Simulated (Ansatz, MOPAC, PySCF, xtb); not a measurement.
Noncovalent pair: CH2O (SMILES C=O) (first 4 atoms) with GeH4 (SMILES [GeH4]); geometry from B3LYP-D3(BJ)/def2-TZVP.
(charge 0, multiplicity 1):
```xyz
9

C      0.491    -0.577     0.391
O      0.435     0.476     0.961
H      0.726    -0.645    -0.689
H      0.311    -1.535     0.914
Ge    -0.265     0.028     4.115
H     -0.598    -0.299     5.583
H     -0.247    -1.292     3.327
H      1.115     0.695     4.051
H     -1.343     0.960     3.552
```

Counterpoise-corrected where a basis set is named; no monomer relaxation. Rows marked so take none.

Rows in 6-31G* carry no dispersion term and start afresh at each structure (6-31G* with six Cartesian d functions); the Pople sets are all-electron and without relativity. The state that PM3 reach isn't checked.

Programs: Ansatz (a first-principles code) with Gaussian orbitals; MOPAC for PM3 (differences of heats of formation); PySCF for 6-31G* rows, the dispersion terms; xtb for the GFN methods. Values without a source in brackets are computed.

Q: One of these levels gives -146.3 meV for the interaction energy. Name it.
A) GFN-FF
B) PM3
C) M06-2X/6-31G* (no counterpoise)
D) r2SCAN-D4/def2-TZVPPD

A: C, M06-2X/6-31G* (no counterpoise). The others give -29.5 (GFN-FF), 130.2 (PM3), -74.7 (r2SCAN-D4/def2-TZVPPD)
